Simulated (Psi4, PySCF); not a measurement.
Two rigid molecules brought together: C2H6 ··· O2S (SMILES CC and O=S=O). Monomers: optimised at B3LYP-D3(BJ) (def2-TZVP), held rigid. Orientation: a random orientation, not optimised. Only R, the distance of the centres of mass, is varied, so the lowest point isn't the relaxed dimer.

Geometry at R = 4.66 Å (first 8 atoms: monomer A):
```
11

C      0.7614    -0.0474     0.0203
C     -0.7614     0.0474    -0.0203
H      1.2092     0.8938     0.3451
H      1.1706    -0.2847    -0.9638
H      1.0923    -0.8255     0.7110
H     -1.0923     0.8255    -0.7110
H     -1.1706     0.2847     0.9638
H     -1.2092    -0.8938    -0.3451
O      3.7213     4.0238    -0.4201
S      3.7058     2.6428    -0.0174
O      3.8837     1.6253    -1.0186
```

Computed with: MP2/aug-cc-pVDZ = DF-MP2/aug-cc-pVDZ, frozen core, counterpoise-corrected (Psi4); RKS-B3LYP/6-31G* = restricted B3LYP/6-31G*, spherical d, no counterpoise correction (PySCF 2.14.0); PBE-D3(BJ)/def2-TZVP, counterpoise-corrected (Psi4); SAPT0/jun-cc-pVDZ, frozen core (Psi4).

Interaction energies in kcal/mol:

```
R / Å  MP2/aug-cc-pVDZ  RKS-B3LYP/6-31G*  PBE-D3(BJ)/def2-TZVP
-----  ---------------  ----------------  --------------------
4.09              1.87              1.92                  0.78
4.24              0.75              0.86                 -0.05
4.44             -0.01              0.15                 -0.57
4.66             -0.33             -0.12                 -0.74
4.88             -0.40             -0.16                 -0.72
5.05             -0.38             -0.13                 -0.65
5.39             -0.29             -0.05                 -0.47
5.69             -0.21             -0.01                 -0.33
6.20             -0.12              0.01                 -0.17
6.84             -0.06              0.01                 -0.07
7.85             -0.02              0.00                 -0.03
9.14             -0.01              0.00                 -0.01
```

Problem. What does SAPT0/jun-cc-pVDZ give at the same points?

Solution. 4.09: 2.01; 4.24: 0.97; 4.44: 0.23; 4.66: -0.11; 4.88: -0.22; 5.05: -0.23; 5.39: -0.19; 5.69: -0.14; 6.20: -0.08; 6.84: -0.04; 7.85: -0.02; 9.14: -0.01 (kcal/mol).
